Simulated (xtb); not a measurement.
Mo(O)2(OH)2 (H2MoO4), SMILES [OH][Mo](=[O])(=[O])[OH], multiplicity 1. All values are semi-empirical tight-binding results from xtb (GFN2-xTB unless named), good for trends rather than for accurate numbers. Coordinates come from a GFN2-xTB optimisation. The spin state was assumed, not searched. The isomer is the one that the SMILES or the coordinates give; other isomers of the formula were not compared. One conformer was computed; it need not be the lowest.

For metal compounds this method's bond lengths and energies can be far off.

```
Quantity                                       Value
-------------------------------------  -------------
point group as xtb finds it                      C2v
orbital gap                                  4.85 eV
zero-point energy                      18.4 kcal/mol
G − E(el) at 298.15 K (modified RRHO)  -0.6 kcal/mol
```
